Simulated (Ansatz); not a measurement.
BClH5NOSi, SMILES `NB(Cl)O[SiH3]`, relaxed with RKS PBE0-D4/def2-TZVP in Ansatz from a PBE-D4/def2-SVP geometry. The force threshold is 0.005 eV/Å; the program also tests the step.

Charge 0, multiplicity 1.

Start:

```xyz
10

N    -0.544    0.073   -1.643
B    -0.104   -0.950   -0.779
Cl   -0.089   -2.636   -1.389
O     0.318   -0.745    0.509
Si    0.428    0.542    1.579
H    -0.567    1.057   -1.379
H    -0.838   -0.117   -2.599
H     1.767    0.483    2.252
H    -0.667    0.437    2.600
H     0.296    1.857    0.849
```

By how much does the energy fall, and how many steps does the optimiser take? (Estimate.)

Computed: 5.02 kJ/mol, in 17 steps.

Which bonds change most? (An estimate is asked.)

Ansatz gave: O4–Si5 from 1.678 to 1.641 Å; Si5–H10 from 1.510 to 1.490 Å; Si5–H9 from 1.501 to 1.482 Å; Si5–H8 from 1.499 to 1.482 Å.

Give the relaxed structure. (Best estimate.)

Ansatz gave: 
```xyz
10

N    -0.465    0.084   -1.649
B    -0.135   -0.939   -0.756
Cl   -0.167   -2.617   -1.345
O     0.210   -0.735    0.540
Si    0.394    0.529    1.570
H    -0.469    1.056   -1.393
H    -0.715   -0.102   -2.603
H     1.789    0.540    2.069
H    -0.553    0.370    2.698
H     0.113    1.815    0.871
```
